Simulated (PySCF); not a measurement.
## Field gradients at the hydrogen positions

Compound: C3H10SSi2.
Cartesian coordinates in Å at the PBE0-D3(BJ)/def2-SVP level; atoms count from 1:
```
atom  x, y, z in Å
C1    -3.1556    0.0466    0.6377
C2    -2.2119   -0.7213    0.0867
C3    -0.9707   -1.1930    0.7714
Si4    0.5028   -0.1424    0.2361
S5     2.2666   -1.0179    1.1187
Si6    3.7319    0.4105    0.4690
H7    -4.0244    0.3802    0.0650
H8    -3.0954    0.3648    1.6837
H9    -2.3184   -1.0086   -0.9672
H10   -0.7457   -2.2439    0.5242
H11   -1.0572   -1.1177    1.8675
H12    0.6236   -0.1299   -1.2542
H13    0.3375    1.2655    0.7073
H14    3.8366    0.4409   -1.0209
H15    3.3918    1.7834    0.9495
H16    5.0296   -0.0276    1.0561
```

Level: PBE0/pcSseg-1 (PySCF, non-relativistic); Q(2H) = 0.00286 b; rigid geometry, the same for H and D, with no vibrational averaging.

Question: Rank these positions by the coupling χzz of a deuteron there, largest first.
A. H7 (vinylic hydrogen)
B. H14 (Si–H hydrogen)
C. H11 (methylene hydrogen)

Answer: A (207 kHz), C (195 kHz), B (93 kHz).

What are Vzz, η and χzz (234.96 MHz × Q × Vzz) at all hydrogens?

| atom | bonded to | bond length (Å) | Vzz (au) | η | χzz (kHz) |
| --- | --- | --- | --- | --- | --- |
| H7 | C1 | 1.093 | 0.3084 | 0.06 | 207 |
| H8 | C1 | 1.095 | 0.3040 | 0.06 | 204 |
| H9 | C2 | 1.098 | 0.2959 | 0.06 | 199 |
| H10 | C3 | 1.103 | 0.2894 | 0.04 | 194 |
| H11 | C3 | 1.102 | 0.2902 | 0.04 | 195 |
| H12 | Si4 | 1.495 | 0.1378 | 0.03 | 93 |
| H13 | Si4 | 1.494 | 0.1387 | 0.03 | 93 |
| H14 | Si6 | 1.494 | 0.1386 | 0.03 | 93 |
| H15 | Si6 | 1.494 | 0.1385 | 0.03 | 93 |
| H16 | Si6 | 1.490 | 0.1412 | 0.03 | 95 |

Average by the element that carries the hydrogen.

on C: 200 kHz over 5 positions, mean bond length 1.098 Å; on Si: 93 kHz over 5 positions, mean bond length 1.493 Å.

How does χzz go with the bond length over the 5 C–H bonds?

A straight-line fit has a slope of -12.6 kHz for each 0.01 Å, with a correlation coefficient of -0.98, over lengths from 1.093 to 1.103 Å. The longer bonds have the smaller couplings here.

Give the 2H NMR doublet splittings at H15 for a magnetic field along the z, y and x axes of the gradient: 3χ/2, 3χ(1 + η)/4, 3χ(1 − η)/4.

With |χ| = 93.1 kHz and η = 0.032: 140, 72 and 68 kHz, to first order and without motion.

One conformer (not necessarily the lowest) at the PBE0-D3(BJ)/def2-SVP geometry, without solvent, vibrations or thermal averaging. These gradients aren't converged with respect to the basis.
